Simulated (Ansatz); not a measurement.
Species: trihydroxy(silyl)silane, H6Si2O3, net charge 0, singlet state. SMILES: [Si]([SiH3])(O)(O)O
Structure (B3LYP-D3(BJ)/def2-TZVP (Ansatz, a first-principles code) minimum search):
```
Si
O 1 1.6402
H 2 0.9625 1 118.19
O 1 1.6439 2 108.61 3 43.17
H 4 0.9611 1 117.08 2 -145.82
O 1 1.6525 2 113.50 3 -72.30
H 6 0.9606 1 118.39 2 -61.60
Si 1 2.3384 2 105.40 3 165.16
H 8 1.4817 1 111.44 2 -55.13
H 8 1.4843 9 108.77 1 120.92
H 8 1.4852 9 108.75 10 117.33
```
Charge 0, spin multiplicity 1.

Wanted: enthalpy of formation at 298 K, in kcal/mol. Conventions: six Cartesian d functions in 6-31G* and its kin unless marked 5d; 6-311+G** with 5d, 6d on Na to Ar in Ansatz; spin-orbit terms left out; frozen cores in correlated levels; no dispersion term unless named; LANL2DZ with its own core potentials from Na on; non-relativistic; open shells spin-unrestricted. Basis-set limits of correlation are two-point, X^-3; Hartree-Fock from the larger set. Ab initio and DFT rows: single points at B3LYP-D3(BJ) geometries (Ansatz), with unscaled harmonic terms from B3LYP/6-31G* (Ansatz) at its own minima, enthalpies of formation by atomisation with measured atoms.

Coupled cluster (Ansatz) is a level with limits of its own, used here on species with T1 under 0.025 (0.045 for open shells) and stable references: CCSD(T)/CBS(aug-cc-pV(T+d)Z,aug-cc-pV(Q+d)Z).

Value to compare with, CCSD(T)/CBS(aug-cc-pV(T+d)Z,aug-cc-pV(Q+d)Z) (Ansatz): -229.1 kcal/mol.

```
level             program  enthalpy of formation at 298 K (kcal/mol)  difference
----------------  -------  -----------------------------------------  ----------
B3LYP/STO-3G       Ansatz                                     -276.4       -47.3
B3LYP/3-21G        Ansatz                                     -117.5       111.6
B3LYP/LANL2DZ      Ansatz                                     -112.5       116.6
B3LYP/6-31G        Ansatz                                      -81.7       147.4
B3LYP/6-31G*       Ansatz                                     -179.0        50.1
B3LYP/6-31+G*      Ansatz                                     -177.5        51.6
B3LYP/6-31G**      Ansatz                                     -192.6        36.5
B3LYP/def2-SVP     Ansatz                                     -189.3        39.8
B3LYP/cc-pVDZ      Ansatz                                     -164.9        64.2
B3LYP/6-311+G**    Ansatz                                     -185.7        43.4
B3LYP/def2-TZVPD   Ansatz                                     -205.2        23.9
```

Among the 10 habitual levels, B3LYP/6-31G lies farthest from CCSD(T)/CBS(aug-cc-pV(T+d)Z,aug-cc-pV(Q+d)Z) (Ansatz) (147.4 kcal/mol) and B3LYP/6-31G** nearest (36.5); 9 of 10 lie above it, and their mean absolute difference is 70.8 kcal/mol, the median 50.9. One case shows no general order.

The sets are all those run for this method; left out are runs that failed, that the program found above a lower state of the same kind, or whose <S^2> lies over 0.5 above the pure value.
